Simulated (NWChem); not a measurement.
# MgCl$_{2}$; SMILES [Mg]([Cl])[Cl]

B3LYP is NWChem's, with the RPA form of VWN correlation.

**Question.** Give the equilibrium geometry at B3LYP/6-31G* (spherical d) (NWChem) as an XYZ file, with the point group.

**Answer.** point group D*h; any orientation.
```
3

Mg     0.0000     0.0000     0.0421
Cl     2.1936     0.0000     0.0421
Cl    -2.1936     0.0000     0.0421
```
